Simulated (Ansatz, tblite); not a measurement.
Cost and result up the ladder for the cluster SiAu₂ (the lowest singlet isomer of a short search) (3 atoms). The state is a singlet with charge 0. Geometry: PBE-D4/def2-TZVP.

```xyz
3

Au    0.376   -0.036   -1.696
Au   -0.622    0.969    1.301
Si    0.247   -0.934    0.395
```

Ansatz on 4 threads of Arm Neoverse V2 on a shared host; xTB runs through tblite on one thread. Times are rough, summed over both states, and most runs start from the orbitals of an earlier one. PBE0-D4/def2-TZVP serves as the yardstick here, not as an exact answer. The other state is a doublet.

In the def2 sets Au takes a core potential; there is no spin–orbit coupling. The xTB rows come from tblite. The structure comes from a short search, and lower isomers may exist.

Raw xTB energies of ions are shifted by several eV.

```
                            level  functions  wall time
                         GFN1-xTB         27    0.005 s
                         GFN2-xTB         27    0.005 s
                 PBE-D4/def2-TZVP        117      2.4 s
                PBE0-D4/def2-TZVP        117      3.6 s
r2SCAN-D4/def2-TZVP (with forces)        117      5.6 s
```

Task: Estimate what each level gives for the vertical IE (eV).

Result: 
```json
{"level": "GFN1-xTB", "vertical IE (eV)": "12.53", "difference from PBE0-D4/def2-TZVP (eV)": "4.28"}
{"level": "GFN2-xTB", "vertical IE (eV)": "11.21", "difference from PBE0-D4/def2-TZVP (eV)": "2.96"}
{"level": "PBE-D4/def2-TZVP", "vertical IE (eV)": "8.45", "difference from PBE0-D4/def2-TZVP (eV)": "0.20"}
{"level": "PBE0-D4/def2-TZVP", "vertical IE (eV)": "8.25", "difference from PBE0-D4/def2-TZVP (eV)": "0.00"}
{"level": "r2SCAN-D4/def2-TZVP (with forces)", "vertical IE (eV)": "8.35", "difference from PBE0-D4/def2-TZVP (eV)": "0.10"}
```
